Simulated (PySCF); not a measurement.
# GaH + 2 F₂ → GaF₃ + HF

Level: PBE0 in the def2-TZVP basis family, all electrons, no relativity, computed in PySCF with density fitting; open shells unrestricted.

```csv
species,state and structure,E (Eh),ZPE (kJ/mol),H(298 K) − H(0) (kJ/mol),S° (J/(mol K))
GaH,"singlet, C∞v, Ga–H 1.681 Å",-1925.15821,9.6,8.7,199.6
F₂,"singlet, D∞h, F–F 1.376 Å",-199.40856,6.6,8.7,201.9
GaF₃,"singlet, D3h, Ga–F 1.724 Å (×3)",-2224.10133,16.4,15.3,292.8
HF,"singlet, C∞v, H–F 0.920 Å",-100.39188,24.9,8.7,173.6
```

Task: What is the electronic reaction energy?

Result: At PBE0/def2-TZVP, ΔE = -1359.7 kJ/mol from the differences of the total energies times 2625.5, downhill. 

Task: Add zero-point, thermal and entropy terms for 298.15 K and 1 bar.

Result: ΔZPE = 18.5 and Δ[H(298) − H(0)] = -2.1 kJ/mol give ΔH° = -1343.3 kJ/mol. ΔS° = -137.0 J/(mol K), so ΔG° = -1343.3 − 298.15 × (-0.1370) = -1302 kJ/mol.

Only the bonding shown was studied: isomers, or loss of a ligand pair, can lie lower.
